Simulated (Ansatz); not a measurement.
Reaction (ligand exchange at the Si–N bond): `CC(C)=N[SiH3]` + `C1[SiH2][AsH]1` → `[SiH3][As]1C[SiH2]1` + `CC(C)=N`

Program: Ansatz. Geometries: PBE0-D4/def2-TZVP. ΔE: electronic, gas phase. CBS: MP2 limit from def2 TZ/QZ plus the TZ coupled-cluster correction, frozen cores. For As outer-core shells are correlated without core-valence functions, which leaves a few kJ/mol of doubt a bond. Scalar relativity is left out up to krypton. One conformer a species, not always the lowest.

```csv
level,ΔE (kJ/mol)
CCSD/def2-TZVPP,-11.3
MP2/CBS(def2),-16.7
```

**Question.** What does CCSD(T)/CBS give? (An estimate is asked.)

**Answer.** Computed: -15.1 kJ/mol. The listed levels differ from it by 3.8, -1.6 kJ/mol.

Largest T1 diagnostic among the species: 0.012.

In def2-TZVPP, CCSD(T) changes the Hartree–Fock value by −15.9 kJ/mol (the triples alone add −2.3 kJ/mol) and MP2 by −17.5 kJ/mol.
